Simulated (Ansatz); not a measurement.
Oxide piece family: PBE-D4/def2-SVP single points in Ansatz on relaxed structures, gas phase. Core potentials for Hf, Nb, Pb, Zr, no spin–orbit coupling. Binding counts from free atoms in the multiplicity of their measured ground term, without zero-point energy. A dash marks a value that wasn't run or was left out as unsound. The structures are stationary points that may keep the symmetry of their start.

```tsv
species	atoms	state	geometry	HOMO (eV)	LUMO (eV)	gap (eV)	binding per atom (eV)	point group (within 0.1 Å)
Nb3O14H13	30	singlet	r2SCAN-D4/def2-SVP	-6.60	-2.58	4.02	4.69	–
B4O10H8	22	singlet	PBE-D4/def2-SVP	-6.76	-0.80	5.96	5.05	–
Pb5O8H6	19	singlet	PBE-D4/def2-SVP	-4.57	-1.23	3.34	3.77	C2
Ti5O17H14	36	singlet	PBE-D4/def2-SVP	-6.75	-3.24	3.52	4.91	–
Zr3O12H12	27	singlet	PBE-D4/def2-SVP	-5.76	-1.21	4.56	–	–
Hf3O11H10	24	singlet	r2SCAN-D4/def2-SVP	-6.21	-0.64	5.56	4.96	–
Pb3O7H8	18	singlet	PBE-D4/def2-SVP	-5.27	-1.89	3.38	3.68	–
```

The gap (eV) runs from 3.34 (Pb5O8H6) to 5.96 (B4O10H8).
